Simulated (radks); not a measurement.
Initial-state core-level shifts of neutral gallium when its valence configuration changes from [Ar] 3d10 4s2 4p1. Calculated with a radial shooting solver on a logarithmic mesh with Libxc functionals: non-relativistic Kohn-Sham, r2SCAN, spin-polarised, spherical densities, point nucleus; open shells are filled with parallel spins first; meta-GGA in the generalised Kohn-Sham scheme. Shifts are changes of the shell-averaged eigenvalues in eV (positive: less bound); the change of the density at the nucleus, which sets a Mossbauer isomer shift, is in e/bohr^3, on a base of 2.04e+04.

valence,1s,2p,3s,3p,density at nucleus
3d10 4s1.5 4p1.5,-0.714,-0.677,-0.719,-0.718,-4.171
3d9.5 4s2 4p1.5,-5.190,-5.603,-4.863,-4.769,+3.392
3d10 4s1 4p2,-1.235,-1.170,-1.258,-1.256,-8.441
3d10 4p3,-3.057,-2.902,-3.056,-3.053,-17.358
3d8 4s2 4p3,-21.920,-23.874,-19.869,-19.474,+14.699
3d9 4s1 4p3,-11.462,-12.309,-10.717,-10.519,-3.258
3d9 4s2 4p2,-10.571,-11.449,-9.797,-9.604,+6.983
3d8.5 4s2 4p2.5,-16.147,-17.541,-14.801,-14.507,+10.758
3d9 4s1.5 4p2.5,-11.088,-11.947,-10.323,-10.127,+1.837
